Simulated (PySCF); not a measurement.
C6H8NO: g tensor and hyperfine couplings

C6H8NO (doublet state).
Geometry (GFN2-xTB, Å), atoms numbered from 1 in this order:
```xyz
16
C6H8NO angstrom
N      2.4680   -1.8402    0.3761
C      2.1902   -0.7432    0.2139
C      1.8291    0.6320   -0.0115
C      0.4906    0.7292   -0.7757
C     -0.6294    0.1839    0.0130
C     -2.0920    0.4452    0.0134
O     -2.3247   -0.8422    0.5907
C     -0.9286   -1.1624    0.5682
H      1.7473    1.1354    0.9555
H      2.6258    1.1079   -0.5901
H      0.6073    0.1897   -1.7290
H      0.2865    1.7769   -1.0110
H     -2.5711    0.5531   -0.9717
H     -2.4550    1.2549    0.6608
H     -0.5453   -1.3908    1.5709
H     -0.7063   -2.0204   -0.0825
```

The hyperfine couplings belong to this conformer and change with its torsions.

Identity: `N#CCC[C]1COC1` [radical].

Method used: UKS B3LYP, pcH-1 on C H N O, non-relativistic, mean-field spin-orbit, GIAO (PySCF 2.14.0). Isolated species at its GFN2-xTB geometry (one conformer only). The geometry wasn't refined by DFT: couplings that depend on bond lengths, twists or pyramidal angles can differ widely from those at the functional's own minimum. No stability test was run, so a lower SCF solution isn't excluded.

- g1, g2, g3: 2.00211, 2.00278, 2.00287
- g_iso: 2.00259
- Form of g: close to axial: the two nearest values differ by 12 % of g3 − g1
- ⟨S²⟩: 0.7542 (exact 0.7500)
- HOMO–LUMO gap, α and β orbitals: 5.79, 5.19 eV
- Total energy: -363.33295 Eh
- Basis functions: 280

Isotropic coupling and dipolar principal values T1 to T3, in MHz; ρ(0) is the spin density at the nucleus:

```csv
atom,isotope,a_iso,T1,T2,T3,Mulliken spin population,ρ(0) (bohr⁻³)
N1,14N,0.1,-0.2,-0.1,0.2,0.00,0.0003
C2,13C,-1.6,-0.6,-0.5,1.1,0.00,-0.0014
C3,13C,42.5,-2.7,-2.4,5.1,0.02,0.0378
C4,13C,-26.5,-1.8,-1.5,3.3,-0.07,-0.0236
C5,13C,125.8,-80.0,-77.7,157.7,0.95,0.1119
C6,13C,-33.1,-2.6,-0.1,2.7,-0.08,-0.0295
O7,17O,2.5,-3.9,0.7,3.2,0.00,-0.0042
C8,13C,-30.6,-2.8,-0.1,2.9,-0.08,-0.0272
H9,1H,-2.7,-4.8,-2.4,7.1,0.00,-0.0006
H10,1H,1.9,-2.2,-1.8,4.0,0.00,0.0004
H11,1H,121.4,-4.9,-3.0,7.8,0.06,0.0272
H12,1H,13.3,-5.4,-4.2,9.6,0.00,0.0030
H13,1H,102.7,-4.0,-3.1,7.1,0.05,0.0230
H14,1H,101.7,-4.7,-4.1,8.8,0.04,0.0228
H15,1H,100.4,-4.7,-4.2,9.0,0.04,0.0225
H16,1H,102.4,-4.1,-3.0,7.0,0.05,0.0229
```

The largest Mulliken spin populations are on C5 (+0.95), C6 (-0.08), C8 (-0.08) and C4 (-0.07). C5 is the only atom above +0.15. The angles at C5 add up to 354.3°, so it is nearly planar.

Axes: g3 points within 14° of the C5–C6 bond.

Under fast tumbling the dipolar parts average out, and these isotropic splittings remain: 4 × 1H (H13/H14/H15/H16, I = 1/2, 5 lines) with 3.63 mT and 2 × 1H (H11/H12, I = 1/2, 3 lines) with 2.40 mT.

Nuclei that the bonding pattern makes equivalent are averaged, as if the motion that swaps them (rotation, inversion, ring flip) were fast. The 1H value of +67.3 MHz is a mean of couplings from 13.3 to 121.4 MHz in this one geometry, not an average over conformers.

The 13C coupling of C5 (125.8 MHz) shows only in satellite lines or after enrichment, since that isotope makes up about 1.07 % of natural carbon.

β density exceeds α density at some nuclei, such as C6/C8 (-0.0283), C4 (-0.0236) and O7 (-0.0042), spin density in bohr⁻³. In a single determinant that takes different orbitals for the two spins, that is spin polarisation.
